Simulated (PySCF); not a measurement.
C4H5FO, SMILES O1CCC(=C1)F. Atoms are numbered in the order given.

```xyz
11

F     -0.0150    -2.1034     0.0000
C      0.0373    -0.7689     0.0000
C      1.1372    -0.0043     0.0000
O      0.8669     1.3317     0.0000
C     -0.5759     1.4828     0.0000
C     -1.2029     0.0694     0.0000
H      2.1897    -0.2867     0.0000
H     -0.8498     2.0673     0.8925
H     -0.8498     2.0673    -0.8925
H     -1.8320    -0.1226     0.8880
H     -1.8320    -0.1226    -0.8880
```

Geometry optimised at r2SCAN-D4/def2-SVP. The geometry has at least one imaginary mode, so it is a saddle point at that level. One conformer was computed; it need not be the lowest.

These are r2SCAN-D4/def2-SVP (PySCF) values and carry that method's errors.

No scaling factor is applied to the harmonic values.

| mode | ν (cm⁻¹) | IR (km/mol) | Raman (Å⁴/amu) | depolarisation | moving atoms (share of kinetic energy) |
|---|---|---|---|---|---|
| 1 | 105i | 0.5 | 0.3 | 0.75 | H 50 %, C 34 %, O 13 % |
| 2 | 309 | 0.5 | 0.1 | 0.75 | C 56 %, F 24 %, O 16 % |
| 3 | 386 | 7.1 | 1.3 | 0.75 | C 43 %, F 41 %, H 12 % |
| 4 | 414 | 14.6 | 5.4 | 0.75 | C 55 %, H 34 %, O 12 % |
| 5 | 601 | 6.2 | 5.0 | 0.59 | F 44 %, C 40 % |
| 6 | 745 | 4.5 | 3.8 | 0.33 | O 56 %, C 32 %, F 8 % |
| 7 | 826 | 8.9 | 1.3 | 0.75 | H 77 %, C 21 % |
| 8 | 835 | 18.8 | 2.5 | 0.75 | H 80 %, C 20 % |
| 9 | 912 | 18.4 | 9.4 | 0.15 | C 78 %, O 12 % |
| 10 | 943 | 30.7 | 1.0 | 0.69 | C 58 %, H 33 % |
| 11 | 994 | 17.9 | 9.2 | 0.42 | C 63 %, H 32 % |
| 12 | 1061 | 0.0 | 1.9 | 0.75 | H 61 %, C 39 % |
| 13 | 1152 | 115.1 | 2.1 | 0.40 | C 44 %, O 35 %, H 22 % |
| 14 | 1184 | 2.6 | 5.8 | 0.75 | H 81 %, C 18 % |
| 15 | 1237 | 34.1 | 3.7 | 0.45 | H 50 %, C 39 %, F 10 % |
| 16 | 1242 | 0.0 | 7.3 | 0.75 | H 95 % |
| 17 | 1256 | 15.7 | 4.5 | 0.71 | H 73 %, C 23 % |
| 18 | 1355 | 175.7 | 2.7 | 0.35 | C 70 %, H 17 % |
| 19 | 1396 | 1.5 | 2.9 | 0.43 | H 54 %, C 38 % |
| 20 | 1466 | 1.2 | 31.9 | 0.61 | H 91 %, C 9 % |
| 21 | 1493 | 3.5 | 12.7 | 0.45 | H 91 %, C 9 % |
| 22 | 1760 | 6.5 | 20.3 | 0.14 | C 92 % |
| 23 | 3018 | 38.9 | 160.9 | 0.16 | H 95 % |
| 24 | 3059 | 42.5 | 150.8 | 0.07 | H 95 % |
| 25 | 3060 | 8.1 | 119.4 | 0.75 | H 90 %, C 10 % |
| 26 | 3117 | 24.6 | 89.8 | 0.75 | H 90 %, C 10 % |
| 27 | 3260 | 3.5 | 116.0 | 0.29 | H 91 %, C 9 % |
